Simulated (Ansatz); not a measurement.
Gas-phase electronic energies from Ansatz, PBE0-D4/def2-TZVP geometries. CCSD(T)/CBS is the MP2 limit (def2-TZVPP, def2-QZVPP) plus CCSD(T) − MP2 in def2-TZVPP, frozen cores. This one scheme is used for every species. DFT in def2-TZVPP. Elements past krypton have def2 core potentials. For Y outer-core shells are correlated without core-valence functions, which leaves a few kJ/mol of doubt a bond. Each species was taken in one conformer, which may not be the lowest.

Reaction (ligand exchange at a Y–Cl bond): `[OH][Y]([OH])[Cl]` + CH₃OH → `C[O][Y]([OH])[OH]` + HCl

```
            species  BHLYP energy (Eh)
`[OH][Y]([OH])[Cl]`         -650.34198
              CH₃OH         -115.70722
`C[O][Y]([OH])[OH]`         -305.20527
                HCl         -460.81707
```

(1) Work out ΔE.

Largest T1 diagnostic among the species: 0.014.

Results:

(1) ΔE = (-305.20527) + (-460.81707) − (-650.34198) − (-115.70722) = 0.02686 Eh = +16.9 kcal/mol. CCSD(T)/CBS gives +15.2 kcal/mol.

From PBE to PBE0 (25 % exact exchange), in def2-TZVPP and without D4, ΔE moves by +2.0 kcal/mol. At CCSD(T), def2-SVP lies −3.4 kcal/mol from the extrapolated value and def2-TZVPP −0.9 kcal/mol. In def2-TZVPP, CCSD(T) changes the Hartree–Fock value by −6.0 kcal/mol (the triples alone add −0.6 kcal/mol) and MP2 by −6.2 kcal/mol.
